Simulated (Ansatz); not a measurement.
Two members of one family (Series GeMe3X), computed with Ansatz in the gas phase. Binding counts from free atoms in the multiplicity of their measured ground term, without zero-point energy. A dash marks a value that wasn't run or was left out as unsound. The structures are stationary points that may keep the symmetry of their start.

First: GeMe3(NHiPr) (singlet, charge 0, PBE-D4/def2-SVP geometry).

```xyz
25

Ge   -0.5738    0.3004    0.9325
C    -2.2816   -0.0932    1.8284
H    -2.2520   -1.1011    2.2879
H    -3.1261   -0.0568    1.1095
H    -2.4792    0.6509    2.6258
C     0.8877    0.3087    2.2534
H     1.8346    0.6764    1.8135
H     1.0515   -0.7174    2.6374
H     0.6213    0.9682    3.1048
C    -0.6727    2.0765    0.0635
H    -1.4784    2.0920   -0.6968
H     0.2837    2.3306   -0.4351
H    -0.8869    2.8607    0.8193
N    -0.3614   -1.1345   -0.2434
C     0.5967   -1.2282   -1.3447
C     1.9990   -0.8143   -0.8872
C     0.1763   -0.4500   -2.6060
H    -1.2742   -1.5130   -0.5207
H     0.6585   -2.3058   -1.6319
H     2.0399    0.2696   -0.6436
H     2.7446   -0.9979   -1.6864
H     2.3044   -1.3806    0.0154
H     0.1476    0.6424   -2.4058
H     0.8776   -0.6265   -3.4499
H    -0.8372   -0.7572   -2.9400
```

```
              level  HOMO (eV)  LUMO (eV)  gap (eV)  vertical IE (eV)  binding per atom (eV)
    PBE-D4/def2-SVP      -4.64       0.49      5.13                 –                   4.00
   PBE-D4/def2-TZVP      -4.85      -0.04      4.81              7.77                   3.98
r2SCAN-D4/def2-TZVP      -5.10       0.60      5.71                 –                   3.92
   PBE0-D4/def2-SVP      -6.04       1.32      7.37                 –                   3.96
  PBE0-D4/def2-TZVP      -6.19       0.74      6.93              7.94                   3.93
```

Second: Ge(tBu)Me3 (singlet, charge 0, PBE-D4/def2-SVP geometry).

```xyz
26

Ge   -0.879   -0.249   -0.158
C     1.030    0.292    0.185
C     1.720    0.576   -1.159
C     1.752   -0.854    0.911
C     1.043    1.556    1.058
H     2.776    0.894   -1.000
H     1.741   -0.320   -1.813
H     1.216    1.391   -1.721
H     1.752   -1.791    0.316
H     1.288   -1.080    1.894
H     2.818   -0.588    1.104
H     0.540    1.394    2.034
H     0.541    2.411    0.558
H     2.089    1.871    1.277
C    -1.895    1.279   -0.889
H    -2.925    0.964   -1.150
H    -1.410    1.672   -1.804
H    -1.961    2.098   -0.145
C    -1.729   -0.836    1.526
H    -2.804   -1.049    1.359
H    -1.648   -0.049    2.303
H    -1.247   -1.758    1.908
C    -0.940   -1.736   -1.456
H    -0.340   -2.595   -1.097
H    -0.543   -1.416   -2.440
H    -1.985   -2.078   -1.599
```

Estimate the same table for the second.


| level | HOMO (eV) | LUMO (eV) | gap (eV) | vertical IE (eV) | binding per atom (eV) |
| --- | --- | --- | --- | --- | --- |
| PBE-D4/def2-SVP | -5.89 | 0.42 | 6.32 | – | 4.05 |
| PBE-D4/def2-TZVP | -5.98 | -0.09 | 5.89 | 8.58 | 4.02 |
| r2SCAN-D4/def2-TZVP | -6.18 | 0.54 | 6.73 | – | 3.98 |
| PBE0-D4/def2-SVP | -7.09 | 1.24 | 8.33 | – | 4.02 |
| PBE0-D4/def2-TZVP | -7.12 | 0.69 | 7.81 | 8.79 | 3.99 |
